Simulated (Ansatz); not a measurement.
Stretching the Ga1–H6 bond in GaGeH5 (SMILES [GaH2][GeH3]) (multiplicity 1 held, fragments rigid). Energies count from the point at 1.575 Å.
Geometry at that point (charge 0, multiplicity 1):
```xyz
7

Ga    -1.230    -0.078    -0.292
Ge     1.157     0.070     0.274
H      1.982    -1.143    -0.200
H      1.787     1.329    -0.362
H      1.359     0.200     1.799
H     -2.217     1.045     0.203
H     -1.801    -1.270    -1.146
```

Restricted levels (R-, RO-) in cc, def2 and unpolarised 6-31G sets keep to the state of the molecule at rest. Unrestricted levels (U-) break spin symmetry where that is lower. Curves can end on different states.

Frozen-core correlation. Filled d and f shells under p-block atoms count as core.

Codes used: Ansatz (Gaussian basis) for Hartree–Fock, density functionals and correlated methods. Each number belongs to the level named beside it.

Task: One of these levels gives 108.80 kcal/mol for the energy at R = 5.038 Å. Which one is it?
A) R-HF/cc-pVTZ
B) R-SCS-MP2/cc-pVTZ
C) U-PBE/cc-pVTZ

Result: B, R-SCS-MP2/cc-pVTZ. The others give 146.08 (R-HF/cc-pVTZ), 77.65 (U-PBE/cc-pVTZ)

Doubts at one or more of the structures used: a restricted determinant that unrestricted orbitals would lower (R-HF/cc-pVTZ, R-SCS-MP2/cc-pVTZ); a spin-contaminated determinant (U-PBE/cc-pVTZ).

Ansatz is a quantum-chemistry and plane-wave program.
